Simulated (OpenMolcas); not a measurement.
A run on Co2+ among 3 point charges of -3 e arranged as a planar triangle (D3h), 2.32 Å from the ion.

| Property | Result |
| --- | --- |
| Program | OpenMolcas 26.06 |
| Method | SS-CASPT2, IPEA 0.25 Eh, imaginary shift 0.1 Eh (closed shells correlated: 3s 3p) |
| Basis | ANO-RCC-VTZP [6s5p3d2f1g] |
| Scalar Hamiltonian | DKH2, point nucleus |
| Active space | 7 electrons in 5 orbitals (3d) |
| State averaging | 2S+1 = 4 even, 10 roots; 2S+1 = 2 even, 40 roots |
| Spin-orbit coupling | RASSI with atomic mean-field integrals over the reference wave functions |

First CASPT2 step and the start of its output:

```
&CASPT2
Multistate=10 1 2 3 4 5 6 7 8 9 10
NoMult
Frozen=5
IPEA=0.25
Imaginary=0.1
MaxIter=60
WThr=0.0 0.3 0.05
PrWF=0.5
NoMix
```

```
--- CASPT2 ---
Orbital specifications:
      -----------------------

      Symmetry species                           1
                                                 a
      Frozen orbitals                            5
      Inactive orbitals                          4
      Active orbitals                            5
      Secondary orbitals                        45
      Deleted orbitals                           0
      Number of basis functions                 59
Type of calculation                        SS-CASPT2
      Fock operator                              state-specific
      IPEA shift                                 0.25
      Real shift                                 0.00
      Imaginary shift                            0.10
      The input orbitals will be transformed to quasi-canonical
Reference energy:       -1395.1646412235
      E2 (Non-variational):      -0.6346176178
      Shift correction:          -0.0351278561
      E2 (Variational):          -0.6697454739
      Total energy:           -1395.8343866974
      Residual norm:              0.0000001634
      Reference weight:           0.64827
      Contributions to the CASPT2 correlation energy
      Active & Virtual Only:         -0.3209240314
      One Inactive Excited:          -0.2239358336
      Two Inactive Excited:          -0.0897577528
Reference energy:       -1395.1646412232
      E2 (Non-variational):      -0.6346174484
      Shift correction:          -0.0351277816
      E2 (Variational):          -0.6697452301
      Total energy:           -1395.8343864533
      Residual norm:              0.0000001634
      Reference weight:           0.64827
      Contributions to the CASPT2 correlation energy
      Active & Virtual Only:         -0.3209238730
...
```

Over all roots the printed reference weights run from 0.47 to 0.92, and roots that are degenerate in the reference spread by up to 5800 cm-1.

Did the run give usable levels, and if not, why?

No. The equations converged, but the reference weight falls to 0.47 for at least one root against 0.92 for the best. A drop of that size marks an intruder state, so the energies of such roots and the levels built on them can't be trusted.
